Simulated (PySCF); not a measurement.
C3H6O2Si, SMILES O[SiH2][C@@H]1C=CO1.

Coordinates come from a B3LYP-D3(BJ)/def2-SVP optimisation. The structure was generated by enumeration; whether it is a known compound was not checked. Other conformers were not sampled.

All values below come from r2SCAN/def2-TZVP run with PySCF.

Isolated molecule, no solvent.

### Question
Estimate the frontier levels, gap, dipole moment and polarisability. (The exact figures need the calculation; the answer reports its results.)

### Answer

```yaml
highest_occupied_level: -5.81 eV
lowest_empty_level: -0.58 eV
orbital_gap: 5.23 eV
dipole_moment: 0.255 e·Å
quadrupole, principal values (traceless, Buckingham form, about the centre of nuclear charge): -5.24, -0.21, 5.45 D·Å
mean_static_polarisability: 64.7 bohr³ (9.58 Å³)
polarisability_principal_values: 54.0, 63.3, 76.7 bohr³
```
